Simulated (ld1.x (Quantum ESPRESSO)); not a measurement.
u(r) = r·R(r): atom against pseudo-atom (Al)

Columns: radius, all-electron u(r) and pseudo u(r) of the 3s shell (level -9.37 eV) of aluminium in the configuration [Ne] 3s2 3p0.75; PBE, scalar-relativistic, RRKJ scheme, ld1.x (Quantum ESPRESSO) 7.5.

```json
{"r (bohr)": "0.113", "all-electron": "0.0991", "pseudo": "0.0281"}
{"r (bohr)": "0.225", "all-electron": "-0.1297", "pseudo": "0.0551"}
{"r (bohr)": "0.338", "all-electron": "-0.2735", "pseudo": "0.0811"}
{"r (bohr)": "0.450", "all-electron": "-0.2971", "pseudo": "0.1066"}
{"r (bohr)": "0.563", "all-electron": "-0.2380", "pseudo": "0.1343"}
{"r (bohr)": "0.675", "all-electron": "-0.1348", "pseudo": "0.1664"}
{"r (bohr)": "0.788", "all-electron": "-0.0124", "pseudo": "0.2061"}
{"r (bohr)": "0.900", "all-electron": "0.1107", "pseudo": "0.2541"}
{"r (bohr)": "1.013", "all-electron": "0.2273", "pseudo": "0.3109"}
{"r (bohr)": "1.125", "all-electron": "0.3303", "pseudo": "0.3733"}
{"r (bohr)": "1.238", "all-electron": "0.4196", "pseudo": "0.4384"}
{"r (bohr)": "1.350", "all-electron": "0.4932", "pseudo": "0.5005"}
{"r (bohr)": "1.463", "all-electron": "0.5532", "pseudo": "0.5566"}
{"r (bohr)": "1.575", "all-electron": "0.6000", "pseudo": "0.6024"}
{"r (bohr)": "1.688", "all-electron": "0.6355", "pseudo": "0.6374"}
{"r (bohr)": "1.800", "all-electron": "0.6600", "pseudo": "0.6612"}
{"r (bohr)": "1.913", "all-electron": "0.6752", "pseudo": "0.6756"}
{"r (bohr)": "2.025", "all-electron": "0.6819", "pseudo": "0.6819"}
{"r (bohr)": "2.138", "all-electron": "0.6814", "pseudo": "0.6814"}
{"r (bohr)": "2.250", "all-electron": "0.6748", "pseudo": "0.6748"}
{"r (bohr)": "2.363", "all-electron": "0.6630", "pseudo": "0.6630"}
{"r (bohr)": "2.475", "all-electron": "0.6472", "pseudo": "0.6472"}
{"r (bohr)": "2.588", "all-electron": "0.6279", "pseudo": "0.6279"}
{"r (bohr)": "2.700", "all-electron": "0.6063", "pseudo": "0.6063"}
{"r (bohr)": "2.813", "all-electron": "0.5826", "pseudo": "0.5826"}
{"r (bohr)": "2.925", "all-electron": "0.5577", "pseudo": "0.5577"}
```

(1) How many radial nodes do the two functions have?

(2) At about which radius was the pseudo-wave matched?

(3) Where does each function peak?

(4) Is the pseudo-wave norm-conserving?

## Answers

(1) The all-electron 3s function has n − l − 1 = 2; the pseudo-wave has 0, since the states of the same l below it are removed with the core.

(2) 2.10 bohr. The columns agree to 0.0005 from 1.91 bohr on; several derivatives are matched, so the curves merge somewhat inside the radius.

(3) Outermost all-electron maximum near 2.02 bohr, pseudo maximum near 2.02 bohr (to the table’s step).

(4) Yes: the RRKJ scheme keeps the norm inside the radius equal to the all-electron one, which fixes the energy derivative of the logarithmic derivative at the level.
